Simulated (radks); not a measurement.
The bismuth ion Bi80+, configuration [He] 2s1 (the NIST ground configuration).

All-electron calculation, scalar-relativistic Kohn-Sham, LDA (Slater exchange, VWN5 correlation), spin-polarised, spherical densities, finite nucleus; open shells are filled with parallel spins first (spin-orbit coupling, left out, can overturn this in heavy ions); Fermi nuclear charge, rms radius 5.5211 fm. Program: a radial shooting solver on a logarithmic mesh with Libxc functionals.

Energy parts (Ry):
| part | energy |
|---|---|
| total | -17086.0349 |
| kinetic | 21258.0580 |
| electron-nucleus | -38557.9839 |
| Hartree | 337.5668 |
| exchange-correlation | -123.6757 |

Orbitals (lengths in bohr, moments of r in powers of bohr):
\begin{tabular}{lrrrrr}
orbital & occ. & eigenvalue (Ry) & <1/r> & <r> & <r^2> \\ \hline
1s up & 1 & -7456.898 & 103.4 & 0.01574 & 0.0003436 \\
1s down & 1 & -7454.393 & 103.5 & 0.01574 & 0.0003434 \\
2s up & 1 & -1878.174 & 25.44 & 0.06378 & 0.004808 \\
2s down & 0 & -1868.560 & 25.43 & 0.06382 & 0.004816 \\
2p up & 0 & -1720.544 & 22.25 & 0.05727 & 0.003982 \\
2p down & 0 & -1711.804 & 22.27 & 0.05726 & 0.003983 \\
3s up & 0 & -803.8033 & 10.69 & 0.1490 & 0.02534 \\
3s down & 0 & -800.7794 & 10.65 & 0.1494 & 0.02550 \\
\end{tabular}

The highest occupied level is 2s up at -25554 eV. Summed over all electrons, <r^2> = 0.005495 bohr^2, which gives a Langevin (diamagnetic) susceptibility term of -0.00435 x 10^-6 cm^3/mol. The electron density at the nucleus is 2.924e+06 e/bohr^3 (large components only). The density falls to 0.001 e/bohr^3 at r = 0.24 bohr. For comparison, the ionisation energy in NIST's Atomic Spectra Database is 25656.9 eV (theoretical). In exact Kohn-Sham theory the highest level is minus the ionisation energy, but local and semilocal functionals leave it too shallow, through self-interaction and a potential that decays too fast; potentials with the right tail come closer. The spin density at the nucleus is 212816 e/bohr^3 (1s 294, 2s 212522).
